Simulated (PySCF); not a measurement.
Question: Give a PBE0-D3(BJ)/def2-SVP geometry of `O[SiH2][SiH2]P[SiH3]`.

Answer: 
```
atom  x, y, z in Å
O1    -3.5535   -0.5991   -0.2345
Si2   -2.3570    0.5541   -0.0527
Si3   -0.3136   -0.4716   -0.5444
P4     1.2689    1.1499   -0.4221
Si5    3.0574   -0.2350   -0.3611
H6    -4.4525   -0.3222   -0.0326
H7    -2.3137    1.0926    1.3473
H8    -2.5646    1.7239   -0.9663
H9    -0.2964   -0.9745   -1.9522
H10   -0.0529   -1.6258    0.3746
H11    1.1797    1.3024    0.9966
H12    2.9522   -1.2859    0.6971
H13    4.2932    0.5722   -0.1289
H14    3.1475   -0.8939   -1.6984
```

Orientation and origin are arbitrary. Atoms count from 1 in this order. P4 (three-coordinate phosphorus) is pyramidal (angles 96.6°, 95.0° and 94.9°, sum 286.6°, 0.97 Å off the plane of its three neighbours). O1 (silanol oxygen) is bent (angle 116.6°). Si3 (SiH2 silicon) is distorted tetrahedral (angles from 106.4° to 113.3°). Si5 (SiH3 silicon) is distorted tetrahedral (angles from 107.1° to 113.2°).

Bonds between heavy atoms (Å): O1–Si2 1.672, Si2–Si3 2.339, Si3–P4 2.269, P4–Si5 2.263.

The calculation used PBE0-D3(BJ)/def2-SVP geometry optimisation, gas phase in PySCF 2.14.0.

Point group: C1 (no symmetry element, even within 0.4 Å). No frequency check. The numbers are those of one conformer (H–O1–Si2–Si3 178°, O1–Si2–Si3–P4 176°, Si2–Si3–P4–Si5 165°).

Time: 97 s wall; peak memory 0.50 GiB. Hardware: Arm Neoverse V1, one thread (shared host). These figures are those of the optimisation.
